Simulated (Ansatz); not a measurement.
Consider the hydrogenolysis of a C–Zn bond: `C[C](=S)[ZnH]` + H₂ → `CC=S` + `[ZnH2]`.

Calculated with Ansatz (gas phase, PBE0-D4/def2-TZVP geometries, no zero-point term in ΔE). CCSD(T)/CBS is the MP2 limit (def2-TZVPP, def2-QZVPP) plus CCSD(T) − MP2 in def2-TZVPP, frozen cores. This one scheme is used for every species. For Zn outer-core shells are correlated without core-valence functions, which leaves a few kJ/mol of doubt a bond. Scalar relativity is left out up to krypton.

| level | ΔE (kJ/mol) |
| --- | --- |
| SCS-MP2/def2-TZVPP | -21.7 |
| HF/def2-QZVPP | -50.3 |

What does CCSD(T)/CBS give? (Estimate.)

Computed: -15.0 kJ/mol. The listed levels differ from it by -6.7, -35.3 kJ/mol.

Largest T1 diagnostic among the species: 0.019.

Leaving LDA and LC-ωPBE aside and taking each functional with its dispersion term where it has one, the values, not all of them listed here, spread over 17.9 kJ/mol, from B97M-V to revPBE-D4. LDA lies +5.9 kJ/mol from PBE without D4. From PBE to PBE0 (25 % exact exchange), in def2-TZVPP and without D4, ΔE moves by −6.7 kJ/mol. At CCSD(T), def2-SVP lies −10.0 kJ/mol from the extrapolated value and def2-TZVPP −5.5 kJ/mol.

CCSD(T)/CBS has its own doubt, a few kJ/mol and more with outer-core shells, so smaller differences from it don't rank the levels.
